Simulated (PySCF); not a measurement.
C4H6Si, charge +1, doublet, at a GFN2-xTB geometry (a state made from the parent by changing its charge; the spin is typed, not shown lowest). Base run: B3LYP/6-31G in PySCF.

Here is a job for PySCF.
```python
from pyscf import gto, scf, dft

mol = gto.M(
    atom='''
C    -1.22297230    0.75078937   -0.51141486
C    -0.02715283    1.29312926   -0.17636825
Si    1.27639494   -0.07885050    0.24867627
C    -0.28677661   -1.22192005    0.35874349
C    -1.36635914   -0.63823961   -0.21587962
H    -2.01628783    1.31897589   -0.98269124
H     0.17189996    2.35218440   -0.14497500
H     1.96693914    0.11919603    1.51453988
H     1.99934934   -0.41289031   -0.97056525
H    -0.29750373   -2.19506248    0.82251505
H    -2.27436082   -1.18105042   -0.45077585
''',
    basis='6-31g',
    charge=1,
    spin=1,
    verbose=4,
    symmetry=True,
)

mf = dft.UKS(mol)
mf.xc = 'b3lyp'
mf.kernel()
mf.analyze()
```

Each row names what was changed in the base input (with any setting that the change needs).

```csv
change,ΔE vs base (eV),point group used,SCF cycles
base,0.00,Cs,10
"irrep_nelec = A':(13, 14) A":(9, 7)",8.44,Cs,21
"irrep_nelec = A':(15, 14) A":(7, 7)",3.51,Cs,11
symmetry = off,0.00,C1,10
```

Open shells are given as the SCF converged; they aren't shown to be the lowest states, and a large step between rows can be another state.
